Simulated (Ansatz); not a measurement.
Be₇, relaxed as a singlet with RKS r2SCAN/def2-TZVP in Ansatz, starting from the GFN1-xTB geometry. Force threshold 0.02 eV/Å.

The restricted singlet is unstable towards broken spin symmetry in Hartree–Fock (as tested in another run); at r2SCAN/def2-TZVP this wasn't settled. The structure comes from a short search, and lower isomers may exist.

Start:

Cartesian coordinates in Å:
```
Be 0.722 -0.831 1.250
Be -1.077 0.697 -1.056
Be 1.860 0.530 0.331
Be -1.729 -1.109 -0.840
Be 0.088 1.274 0.796
Be 0.752 1.491 -1.058
Be -0.616 -2.053 0.577
```

```csv
step,energy (eV),largest force component (eV/Å),SCF passes
1,-2799.5633,0.757,42
2,-2799.7589,0.185,30
3,-2799.7903,0.200,31
4,-2799.8915,0.487,36
5,-2800.0312,0.371,29
6,-2800.1503,0.283,29
7,-2800.3351,0.520,30
8,-2800.4702,0.296,30
9,-2800.5065,0.172,30
10,-2800.5344,0.194,30
11,-2800.5568,0.128,30
12,-2800.5753,0.143,31
13,-2800.5901,0.126,26
14,-2800.5967,0.057,25
15,-2800.5996,0.063,26
16,-2800.6207,0.235,30
17,-2800.7060,0.315,29
18,-2800.8287,0.300,29
19,-2800.9547,0.478,28
20,-2801.1172,0.428,25
21,-2801.3026,0.296,24
22,-2801.4080,0.319,27
23,-2801.4728,0.223,29
24,-2801.4745,0.143,25
25,-2801.4833,0.035,25
26,-2801.4839,0.015,27
27,-2801.4840,0.007,18
```

Force components are those of the run's own axes.

End:

```xyz
7

Be    0.8742   -0.6983    1.4069
Be    0.2211   -0.8536   -0.6366
Be    1.6281    0.9460    0.1999
Be   -1.5367   -0.1061   -1.0128
Be   -0.2289    0.8432    0.6295
Be    0.0785    1.2292   -1.3225
Be   -1.0363   -1.3604    0.7356
```

Bonds formed: Be1–Be2, Be2–Be7, Be4–Be6 (atoms count from 1).

The force fell under the threshold at step 26, but the optimiser went on. No frequencies were taken in this run, so the end may be a saddle point.

Run time 42 s (4 threads of Arm Neoverse V1 on a shared host).
